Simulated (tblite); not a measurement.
Compound: C4H6N2O2Si.
Z-matrix (Å and degrees, GFN2-xTB geometry), rows numbered from 1:
```
O 
C   1  1.2227
O   2  1.3320  1  122.32
C   2  1.4316  1  121.22  3  -179.99
C   4  1.3816  2  136.21  1  -179.84
N   5  1.3464  4  109.19  2   179.93
C   6  1.3134  5  105.61  4     0.01
N   7  1.3411  6  113.51  5    -0.01
Si  8  1.7742  4  123.42  2     0.22
H   3  0.9709  2  109.90  1    -0.05
H   5  1.0714  4  128.93  2    -0.09
H   7  1.0714  6  123.92  5  -179.96
H   9  1.4534  8  108.89  4    67.36
H   9  1.4737  8   98.64  4   179.80
H   9  1.4532  8  108.99  4   -67.69
```

Level: GFN2-xTB in tblite, geometry and Hessian alike; calculated harmonic values, unscaled, isolated species. Errors from tens to a few hundred cm⁻¹ against measured bands are possible. Modes of hydrogen on silicon can be 10 to 20 % off. One conformer, not necessarily the lowest.

Harmonic wavenumbers (cm⁻¹): 97.0, 133.6, 144.0, 175.5, 248.5, 347.9, 405.5, 436.5, 548.5, 560.9, 588.1, 609.2, 634.1, 641.1, 697.5, 722.8, 731.2, 818.4, 844.0, 844.7, 872.3, 921.7, 1055.4, 1097.5, 1124.5, 1152.5, 1254.2, 1317.1, 1348.7, 1390.9, 1444.3, 1534.9, 1680.9, 2192.6, 2339.1, 2361.8, 3177.9, 3178.7, 3437.3.

A = 1840, B = 1610, C = 868.2 MHz; mass 142.020 u (most abundant isotopes); point group Cs, symmetry number 1.

**Question.** Zero-point energy?

**Answer.** ½Σν̃ = 21556 cm⁻¹ = 257.86 kJ/mol.

**Question.** Give the ideal-gas entropy at 500 K and 1 bar in the rigid-rotor, harmonic-oscillator model (classical rotation).

**Answer.** Translation 181.41, rotation 128.68, vibration 163.63: S = 473.7 J/(mol K).

**Question.** And Cp and H(500 K) − H(0)?

**Answer.** Cp = 212.80 J/(mol K), of which vibrations give 179.54 (their classical limit is 39 R = 324.3); H(500 K) − H(0) = 62.10 kJ/mol without the zero-point energy, 45.47 from vibrations.

**Question.** Which modes carry the vibrational entropy at 500 K?

**Answer.** 97.0 cm⁻¹: 18.95; 133.6 cm⁻¹: 16.31; 144.0 cm⁻¹: 15.70; 175.5 cm⁻¹: 14.08; 248.5 cm⁻¹: 11.28; 347.9 cm⁻¹: 8.64 J/(mol K); the other 33 give 78.66 together.

**Question.** What must be added to the electronic energy to get the Gibbs energy at 500 K and 1 bar?

**Answer.** ZPE + [H(500 K) − H(0)] − T·S = 257.86 + 62.10 − 236.86 = 83.10 kJ/mol.

Hindered rotation and anharmonicity are outside this model. Other conformers, if any are populated, would add a mixing term that is left out.
